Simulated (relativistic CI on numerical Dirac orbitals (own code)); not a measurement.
# Cd⁴⁺: 4d valence photoemission

Computed with this model: Dirac-Coulomb-Breit CI, KLI orbitals optimised for each configuration, model QED (radiative potential, 1s self-energy scaled to tabulated hydrogen-like ionisation energies), valence Slater integrals scaled by 0.8, multiplet model of photoemission in the sudden approximation; configurations [Kr] 4d8 → [Kr] 4d7; 300 K; Lorentzian 0.21 eV and Gaussian 0.5 eV FWHM. Energies are those of the free ion, without screening or charge transfer. The energies are binding energies and can lie tens of eV above those of solids. S is read from ⟨S²⟩ = S(S + 1).

Field parameters in Wybourne normalisation: D4h B²₀ = −7Ds, B⁴₀ = 21(Dq − Dt), B⁴₄ = 21√(5/14) Dq. The field is a parameter set, without covalency.

free ion: ground-state S = 0.99, centroid 70.02 eV. Peaks (eV, height): 68.4 (100), 70.5 (91), 71.3 (74), 73.3 (7).

D4h, 10Dq = 31600, Ds = -1500, Dt = 860 cm⁻¹: ground-state S = 1.00, centroid 70.49 eV. Peaks (eV, height): 69.0 (84), 69.7 (100), 70.8 (60), 71.8 (45), 72.7 (31).

D4h, 10Dq = 31600, Ds = -600, Dt = 860 cm⁻¹: ground-state S = 1.00, centroid 70.49 eV. Peaks (eV, height): 69.0 (88), 69.8 (100), 70.6 (71), 71.9 (48), 72.5 (40).

D4h, 10Dq = 31600, Ds = 300, Dt = 860 cm⁻¹: ground-state S = 1.00, centroid 70.49 eV. Peaks (eV, height): 68.7 (53), 69.9 (100), 70.3 (97), 72.1 (53).

D4h, 10Dq = 31600, Ds = 1200, Dt = 860 cm⁻¹: ground-state S = 1.00, centroid 70.49 eV. Peaks (eV, height): 68.4 (41), 70.2 (100), 72.1 (56).

D4h, 10Dq = 31600, Ds = 2100, Dt = 860 cm⁻¹: ground-state S = 1.00, centroid 70.49 eV. Peaks (eV, height): 68.2 (39), 69.8 (100), 72.2 (49).

Strongest unbroadened transitions for D4h, 10Dq = 31600, Ds = -1500, Dt = 860 cm⁻¹:

```tsv
Energy (eV)	Relative strength
68.82	100.0
69.03	98.7
69.56	64.0
69.64	72.5
69.80	70.2
70.06	63.7
70.77	57.0
70.78	5.4
70.87	68.7
71.57	11.2
71.64	42.3
71.87	51.2
72.26	19.5
72.50	6.9
72.74	21.6
72.81	35.8
73.42	5.2
73.54	4.2
```
